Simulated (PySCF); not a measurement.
PySCF input (M06-2X/def2-TZVPD):

```python
from pyscf import gto, scf, dft

mol = gto.M(
    atom='''
    Si   -0.15400471    0.00590285   -0.43326928
    Cl    0.45791998    0.42107774    1.61241274
    O    -0.72713437    1.25405119   -1.13922970
    O     1.22109389   -0.70348438   -1.07107931
    O    -1.15169913   -1.32299095   -0.23355168
    H     1.69711180   -0.04041563   -1.57814611
    H    -2.06376846   -1.02115283   -0.21621518
    ''',
    basis='def2-tzvpd',
    charge=-1,
    spin=0,
    verbose=4,
)

mf = dft.RKS(mol, xc='m062x').density_fit(auxbasis='def2-universal-jkfit')
mf.grids.level = 4
mf.conv_tol = 1e-9
mf.max_cycle = 100
mf.max_memory = 1500
mf.kernel()
if not mf.converged:
    mf = mf.newton()
    mf.kernel(mf.make_rdm1())
mf.analyze()
```

Output:

```
PySCF version 2.14.0

[INPUT] verbose = 4
[INPUT] num. atoms = 7
[INPUT] num. electrons = 58
[INPUT] charge = -1
[INPUT] spin (= nelec alpha-beta = 2S) = 0
[INPUT] symmetry False subgroup None
[INPUT] Mole.unit = angstrom
[INPUT] Symbol           X                Y                Z      unit          X                Y                Z       unit  Magmom
[INPUT]  1 Si    -0.154004710000   0.005902850000  -0.433269280000 AA   -0.291026723793   0.011154769854  -0.818760277387 Bohr   0.0
[INPUT]  2 Cl     0.457919980000   0.421077740000   1.612412740000 AA    0.865343349166   0.795721605751   3.047018478360 Bohr   0.0
[INPUT]  3 O     -0.727134370000   1.254051190000  -1.139229700000 AA   -1.374084815058   2.369813295285  -2.152832125970 Bohr   0.0
[INPUT]  4 O      1.221093890000  -0.703484380000  -1.071079310000 AA    2.307533024480  -1.329392811109  -2.024046553588 Bohr   0.0
[INPUT]  5 O     -1.151699130000  -1.322990950000  -0.233551680000 AA   -2.176395933600  -2.500090560778  -0.441348711132 Bohr   0.0
[INPUT]  6 H      1.697111800000  -0.040415630000  -1.578146110000 AA    3.207076504768  -0.076374471852  -2.982263932448 Bohr   0.0
[INPUT]  7 H     -2.063768460000  -1.021152830000  -0.216215180000 AA   -3.899957173915  -1.929699180025  -0.408587474174 Bohr   0.0

nuclear repulsion = 302.178039545213
number of shells = 83
number of NR pGTOs = 328
number of NR cGTOs = 227
basis = def2-tzvpd
ecp = {}

******** <class 'pyscf.df.df_jk.DFRKS'> ********
method = DFRKS
initial guess = minao
damping factor = 0
level_shift factor = 0
DIIS = <class 'pyscf.scf.diis.CDIIS'>
diis_start_cycle = 1
diis_space = 8
diis_damp = 0
SCF conv_tol = 1e-09
SCF conv_tol_grad = None
SCF max_cycles = 100
direct_scf = False
XC library pyscf.dft.libxc version 7.1.2
    S. Lehtola, C. Steigemann, M. J. T. Oliveira, and M. A. L. Marques,  SoftwareX 7, 1–5 (2018)
XC functionals = m062x
    Y. Zhao and D. G. Truhlar,  Theor. Chem. Acc. 120, 215 (2008)
    Y. Zhao and D. G. Truhlar,  Theor. Chem. Acc. 120, 215 (2008)
radial grids:
    Treutler-Ahlrichs [JCP 102, 346 (1995); DOI:10.1063/1.469408] (M4) radial grids

becke partition: Becke, JCP 88, 2547 (1988); DOI:10.1063/1.454033
pruning grids: <function nwchem_prune>
grids dens level: 4
symmetrized grids: False
atomic radii adjust function: <function treutler_atomic_radii_adjust>
small_rho_cutoff = 0
Set gradient conv threshold to 3.16228e-05
Initial guess from minao.
tot grids = 173808
******** <class 'pyscf.df.df.DF'> ********
auxbasis = def2-universal-jkfit
init E= -977.084345036288
  HOMO = -0.408222771613554  LUMO = -0.0463552094880271  gap/eV = 9.84692
cycle= 1 E= -976.59400833802  delta_E= 0.49  |g|= 1.17  |ddm|= 2.23
[...]
cycle= 11 E= -976.855617136793  delta_E= -5.05e-11  |g|= 4.33e-06  |ddm|= 3.7e-05
  HOMO = -0.147538994698598  LUMO = 0.123458269538726  gap/eV = 7.37421
Extra cycle  E= -976.855617136794  delta_E= -1.82e-12  |g|= 5.03e-06  |ddm|= 9.38e-06
converged SCF energy = -976.855617136794
**** SCF Summaries ****
Total Energy =                        -976.855617136794422
Nuclear Repulsion Energy =             302.178039545213437
One-electron Energy =                -1963.856735704555376
Two-electron Energy =                  684.823079022547518
Two-electron Coulomb Energy =          760.858290338276902
DFT Exchange-Correlation Energy =      -76.035211315729384
HOMO-LUMO gap [eV] =                     7.374211167525769
**** MO energy ****
MO #1   energy= -102.438138875236  occ= 2
MO #2   energy= -66.8659469342645  occ= 2
MO #3   energy= -19.4592486621613  occ= 2
MO #4   energy= -19.459182716019   occ= 2
MO #5   energy= -19.3585149996302  occ= 2
MO #6   energy= -9.60229930170139  occ= 2
MO #7   energy= -7.32243088260796  occ= 2
MO #8   energy= -7.32032580747953  occ= 2
MO #9   energy= -7.32020214297088  occ= 2
MO #10  energy= -5.39567974532988  occ= 2
MO #11  energy= -3.70883103231822  occ= 2
MO #12  energy= -3.70776008964007  occ= 2
MO #13  energy= -3.70551999307763  occ= 2
MO #14  energy= -0.96872055630486  occ= 2
MO #15  energy= -0.947354516871484 occ= 2
MO #16  energy= -0.815247627231088 occ= 2
MO #17  energy= -0.71612427921864  occ= 2
MO #18  energy= -0.468925748578592 occ= 2
MO #19  energy= -0.387051016529611 occ= 2
MO #20  energy= -0.339281728379333 occ= 2
MO #21  energy= -0.304574005603873 occ= 2
MO #22  energy= -0.301775211270972 occ= 2
MO #23  energy= -0.250443553778192 occ= 2
MO #24  energy= -0.244583468552423 occ= 2
MO #25  energy= -0.208393547292913 occ= 2
MO #26  energy= -0.202864340042915 occ= 2
MO #27  energy= -0.197359957641971 occ= 2
MO #28  energy= -0.153264218944385 occ= 2
MO #29  energy= -0.147538994698598 occ= 2
MO #30  energy= 0.123458269538726  occ= 0
MO #31  energy= 0.141965350953647  occ= 0
MO #32  energy= 0.145606684208516  occ= 0
MO #33  energy= 0.162163568004562  occ= 0
MO #34  energy= 0.172696860789757  occ= 0
MO #35  energy= 0.185022937880739  occ= 0
MO #36  energy= 0.192326786464654  occ= 0
MO #37  energy= 0.197203828230612  occ= 0
MO #38  energy= 0.199440512711676  occ= 0
MO #39  energy= 0.236405957176223  occ= 0
MO #40  energy= 0.240607849755303  occ= 0
MO #41  energy= 0.260178652915515  occ= 0
MO #42  energy= 0.264855162902386  occ= 0
MO #43  energy= 0.267548104512117  occ= 0
MO #44  energy= 0.283429264069795  occ= 0
MO #45  energy= 0.289513582649901  occ= 0
MO #46  energy= 0.290987817066669  occ= 0
MO #47  energy= 0.307186918823879  occ= 0
MO #48  energy= 0.315692713031899  occ= 0
MO #49  energy= 0.347193433830224  occ= 0
MO #50  energy= 0.357560823219938  occ= 0
MO #51  energy= 0.363772733430287  occ= 0
MO #52  energy= 0.385501752571851  occ= 0
MO #53  energy= 0.388445710105182  occ= 0
MO #54  energy= 0.403663308967272  occ= 0
MO #55  energy= 0.404979580078056  occ= 0
MO #56  energy= 0.418115055285211  occ= 0
MO #57  energy= 0.420863344367411  occ= 0
MO #58  energy= 0.430642031459844  occ= 0
MO #59  energy= 0.434347007237049  occ= 0
MO #60  energy= 0.440332502825356  occ= 0
MO #61  energy= 0.44796405204059   occ= 0
MO #62  energy= 0.454628746980029  occ= 0
MO #63  energy= 0.470481085543188  occ= 0
MO #64  energy= 0.475613835027574  occ= 0
MO #65  energy= 0.480220505601757  occ= 0
MO #66  energy= 0.482789734699016  occ= 0
MO #67  energy= 0.489799616766797  occ= 0
MO #68  energy= 0.504337114632706  occ= 0
MO #69  energy= 0.551895590943019  occ= 0
MO #70  energy= 0.561943984634793  occ= 0
MO #71  energy= 0.583711865881948  occ= 0
MO #72  energy= 0.598422337697978  occ= 0
MO #73  energy= 0.615233095560237  occ= 0
MO #74  energy= 0.619753086609305  occ= 0
MO #75  energy= 0.622674986185279  occ= 0
MO #76  energy= 0.668264686247398  occ= 0
MO #77  energy= 0.689611421020664  occ= 0
MO #78  energy= 0.697194716699331  occ= 0
MO #79  energy= 0.712982038036193  occ= 0
MO #80  energy= 0.71505898968378   occ= 0
MO #81  energy= 0.719434542364549  occ= 0
MO #82  energy= 0.735749043197505  occ= 0
MO #83  energy= 0.738961997536909  occ= 0
MO #84  energy= 0.782993326160649  occ= 0
MO #85  energy= 0.792247520909688  occ= 0
MO #86  energy= 0.806004753628172  occ= 0
MO #87  energy= 0.812370385174211  occ= 0
MO #88  energy= 0.836477428070388  occ= 0
MO #89  energy= 0.838306796081843  occ= 0
MO #90  energy= 0.848437864355923  occ= 0
MO #91  energy= 0.858531614409404  occ= 0
MO #92  energy= 0.887156647520271  occ= 0
MO #93  energy= 0.89124372798024   occ= 0
MO #94  energy= 0.906014569469768  occ= 0
MO #95  energy= 0.920739105468049  occ= 0
MO #96  energy= 0.940690508890505  occ= 0
MO #97  energy= 0.941405383874472  occ= 0
MO #98  energy= 0.953449120251712  occ= 0
MO #99  energy= 0.974427982682066  occ= 0
MO #100 energy= 0.990111465950562  occ= 0
MO #101 energy= 1.01277674086339   occ= 0
MO #102 energy= 1.0243178479794    occ= 0
MO #103 energy= 1.0501040886863    occ= 0
MO #104 energy= 1.05594671009296   occ= 0
MO #105 energy= 1.08460004639164   occ= 0
MO #106 energy= 1.09479659392761   occ= 0
MO #107 energy= 1.10322558443681   occ= 0
[...]
```

It need not be the lowest isomer of its formula. Whether it binds its extra electron was not tested at this geometry.
